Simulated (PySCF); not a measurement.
AlBr₂ (SMILES [Br][Al+][Br]), charge +1, singlet, geometry from GFN2-xTB (such geometries of metal compounds can be far from the true shape), with bond 3-1 at 2.0 times its length; DF-HF/def2-TZVP (PySCF).

Input for PySCF:
```python
from pyscf import gto, scf

mol = gto.M(
    atom='''
Al    0.00000000    0.00000000    0.00000000
Br   -0.00000000   -0.00000000   -2.20949008
Br    0.00000000    0.00000000    4.41898016
''',
    basis='def2-tzvp',
    charge=1,
    verbose=4,
)

mf = scf.RHF(mol)
mf.init_guess = 'sap'
mf = mf.density_fit(auxbasis='def2-universal-jkfit')
mf.kernel()
mf.analyze()
```

Problem. Predict the main parts of the log of this PySCF run.

Solution. 
```
PySCF version 2.14.0

[INPUT] verbose = 4
[INPUT] num. atoms = 3
[INPUT] num. electrons = 82
[INPUT] charge = 1
[INPUT] spin (= nelec alpha-beta = 2S) = 0
[INPUT] symmetry False subgroup None
[INPUT] Mole.unit = angstrom
[INPUT] Symbol           X                Y                Z      unit          X                Y                Z       unit  Magmom
[INPUT]  1 Al     0.000000000000   0.000000000000   0.000000000000 AA    0.000000000000   0.000000000000   0.000000000000 Bohr   0.0
[INPUT]  2 Br     0.000000000000   0.000000000000  -2.209490080000 AA    0.000000000000   0.000000000000  -4.175331126143 Bohr   0.0
[INPUT]  3 Br     0.000000000000   0.000000000000   4.418980160000 AA    0.000000000000   0.000000000000   8.350662252287 Bohr   0.0

nuclear repulsion = 261.256724407606
number of shells = 45
number of NR pGTOs = 269
number of NR cGTOs = 133
basis = def2-tzvp
ecp = {}

******** <class 'pyscf.df.df_jk.DFRHF'> ********
method = DFRHF
initial guess = sap
damping factor = 0
level_shift factor = 0
DIIS = <class 'pyscf.scf.diis.CDIIS'>
diis_start_cycle = 1
diis_space = 8
diis_damp = 0
SCF conv_tol = 1e-09
SCF conv_tol_grad = None
SCF max_cycles = 50
direct_scf = False
Set gradient conv threshold to 3.16228e-05
Initial guess from superposition of atomic potentials (doi:10.1021/acs.jctc.8b01089)
This is the Gaussian fit version as described in doi:10.1063/5.0004046.
Found SAP basis sapgrasplarge

WARN: SAP basis coefficients must be equal or closeto total electronic charge: -83.00000000000001 !≃ 82
Check fails with value 1.0000000000000142

  HOMO = -0.247794761574223  LUMO = -0.243841456668009  gap/eV = 0.10757
******** <class 'pyscf.df.df.DF'> ********
auxbasis = def2-universal-jkfit
init E= -5386.14891416207
  HOMO = -0.520224092283094  LUMO = -0.365255491353759  gap/eV = 4.21691
cycle= 1 E= -5386.3536649904  delta_E= -0.205  |g|= 0.741  |ddm|= 0.906
  HOMO = -0.511022205407629  LUMO = -0.340313973111954  gap/eV = 4.64521
cycle= 2 E= -5386.37430796858  delta_E= -0.0206  |g|= 0.388  |ddm|= 0.567
  HOMO = -0.512209166286995  LUMO = -0.353666933398916  gap/eV = 4.31415
cycle= 3 E= -5386.38814597294  delta_E= -0.0138  |g|= 0.0601  |ddm|= 0.329
  HOMO = -0.511834991250526  LUMO = -0.346830657620115  gap/eV = 4.49000
cycle= 4 E= -5386.38967318036  delta_E= -0.00153  |g|= 0.024  |ddm|= 0.123
  HOMO = -0.511859498128031  LUMO = -0.346770751410487  gap/eV = 4.49229
cycle= 5 E= -5386.38987098631  delta_E= -0.000198  |g|= 0.0072  |ddm|= 0.0334
  HOMO = -0.511603089941502  LUMO = -0.346513393747337  gap/eV = 4.49232
cycle= 6 E= -5386.38989540498  delta_E= -2.44e-05  |g|= 0.00146  |ddm|= 0.0153
  HOMO = -0.511574812896525  LUMO = -0.346535488901567  gap/eV = 4.49095
cycle= 7 E= -5386.38989666138  delta_E= -1.26e-06  |g|= 0.000435  |ddm|= 0.0043
  HOMO = -0.511560801040519  LUMO = -0.346555228892596  gap/eV = 4.49003
cycle= 8 E= -5386.38989674363  delta_E= -8.22e-08  |g|= 7.32e-05  |ddm|= 0.000905
  HOMO = -0.511573942108226  LUMO = -0.34656385059613  gap/eV = 4.49015
cycle= 9 E= -5386.38989674807  delta_E= -4.44e-09  |g|= 2.2e-05  |ddm|= 0.0002
  HOMO = -0.511573173025674  LUMO = -0.346564438932537  gap/eV = 4.49012
cycle= 10 E= -5386.3898967485  delta_E= -4.27e-10  |g|= 8.73e-06  |ddm|= 5.18e-05
  HOMO = -0.511573875587835  LUMO = -0.34656585434268  gap/eV = 4.49010
Extra cycle  E= -5386.38989674853  delta_E= -3.27e-11  |g|= 5.44e-06  |ddm|= 1.74e-05
converged SCF energy = -5386.38989674853
**** SCF Summaries ****
Total Energy =                       -5386.389896748530191
Nuclear Repulsion Energy =             261.256724407606271
One-electron Energy =                -8006.532455075308462
Two-electron Energy =                 2358.885833919172001
Two-electron Coulomb Energy =         2555.986962071423477
DFT Exchange-Correlation Energy =     -197.101128152251476
HOMO-LUMO gap [eV] =                     4.490096962498280
**** MO energy ****
MO #1   energy= -490.260126645353  occ= 2
MO #2   energy= -490.218465150368  occ= 2
MO #3   energy= -65.4001338198741  occ= 2
MO #4   energy= -65.3607079108864  occ= 2
MO #5   energy= -58.806126567965   occ= 2
MO #6   energy= -58.7565753637946  occ= 2
MO #7   energy= -58.7529935275431  occ= 2
MO #8   energy= -58.7529935275431  occ= 2
MO #9   energy= -58.7153914230939  occ= 2
MO #10  energy= -58.7146728623773  occ= 2
MO #11  energy= -58.7146728623773  occ= 2
MO #12  energy= -10.0709346755682  occ= 2
MO #13  energy= -10.0337486370775  occ= 2
MO #14  energy= -7.68711109033369  occ= 2
MO #15  energy= -7.67200890471736  occ= 2
MO #16  energy= -7.67200890471732  occ= 2
MO #17  energy= -7.64372632159975  occ= 2
MO #18  energy= -7.6397019799839   occ= 2
MO #19  energy= -7.6397019799839   occ= 2
MO #20  energy= -5.21021875825018  occ= 2
MO #21  energy= -3.52216641372205  occ= 2
MO #22  energy= -3.52216641372204  occ= 2
MO #23  energy= -3.52114121697263  occ= 2
MO #24  energy= -3.43111442238718  occ= 2
MO #25  energy= -3.42478848558579  occ= 2
MO #26  energy= -3.42478848558578  occ= 2
MO #27  energy= -3.40594561330497  occ= 2
MO #28  energy= -3.40594561330497  occ= 2
MO #29  energy= -3.3855214643431   occ= 2
MO #30  energy= -3.38352061343388  occ= 2
MO #31  energy= -3.38352061343388  occ= 2
MO #32  energy= -3.37877552758515  occ= 2
MO #33  energy= -3.37877552758509  occ= 2
MO #34  energy= -1.20130433216539  occ= 2
MO #35  energy= -1.16949062875454  occ= 2
MO #36  energy= -0.722374581589126 occ= 2
MO #37  energy= -0.623466056915592 occ= 2
MO #38  energy= -0.623466056915574 occ= 2
MO #39  energy= -0.619264489018825 occ= 2
MO #40  energy= -0.619264489018815 occ= 2
MO #41  energy= -0.511573875587835 occ= 2
MO #42  energy= -0.34656585434268  occ= 0
MO #43  energy= -0.157057033300482 occ= 0
MO #44  energy= -0.157057033300475 occ= 0
MO #45  energy= -0.0592298500109099 occ= 0
MO #46  energy= 0.0330026188646357 occ= 0
MO #47  energy= 0.0599519539429453 occ= 0
MO #48  energy= 0.0599519539429482 occ= 0
MO #49  energy= 0.0798357709139817 occ= 0
 ** Mulliken pop on meta-lowdin orthogonal AOs  **
 ** Mulliken pop  **
 ** Mulliken atomic charges  **
charge of    0Al =      0.83004
charge of    1Br =     -0.09363
charge of    2Br =      0.26359

WARN: System has nonzero charge 1; the dipole moment is origin-dependent.
Location of origin: [0. 0. 0.]

Dipole moment(X, Y, Z, Debye): -0.00000, -0.00000,  4.54438
```
